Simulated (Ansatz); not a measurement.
C$_{2}$H$_{9}$BOSi (`BC(O)[SiH2]C`). The species carries charge 0 and has multiplicity 1. Geometry: relaxed with PBE0-D4/def2-TZVP. It is one conformer, not always the lowest.

```xyz
14

B     1.064    1.414   -0.299
C     0.731    0.601    0.937
O     1.638   -0.428    1.292
Si   -0.941   -0.197    0.356
C    -0.819   -1.034   -1.307
H     1.892    1.055   -1.082
H     0.390    2.377   -0.531
H     0.415    1.214    1.795
H     1.242   -0.967    1.983
H    -1.200   -1.215    1.417
H    -2.035    0.810    0.389
H     0.050   -1.695   -1.332
H    -0.714   -0.303   -2.113
H    -1.712   -1.632   -1.505
```

What is the dipole moment at B3LYP/def2-TZVPP? (An estimate is asked.)

Ansatz gave: 1.76 D, with components (-1.50, -0.68, 0.63) D in this frame, pointing from negative to positive charge.

And with PBE, r2SCAN, ωB97M-V? (An estimate is asked.)

Computed: PBE 1.81 D, r2SCAN 1.77 D, ωB97M-V 1.75 D.

Give the Mulliken charges with B3LYP, r2SCAN, PBE in def2-TZVPP. (Estimate.)

The calculation gave: 
| atom | B3LYP | r2SCAN | PBE |
| --- | --- | --- | --- |
| B1 | -0.18 | -0.11 | -0.18 |
| C2 | 0.08 | 0.08 | 0.08 |
| O3 | -0.32 | -0.34 | -0.28 |
| Si4 | 0.28 | 0.27 | 0.19 |
| C5 | -0.38 | -0.29 | -0.36 |
| H6 | 0.04 | 0.01 | 0.02 |
| H7 | 0.04 | 0.02 | 0.03 |
| H8 | 0.10 | 0.08 | 0.11 |
| H9 | 0.18 | 0.20 | 0.18 |
| H10 | -0.09 | -0.09 | -0.07 |
| H11 | -0.08 | -0.08 | -0.06 |
| H12 | 0.12 | 0.09 | 0.12 |
| H13 | 0.11 | 0.08 | 0.12 |
| H14 | 0.10 | 0.08 | 0.11 |

B3LYP here is the variant with VWN-RPA as its local correlation; programs differ in this.
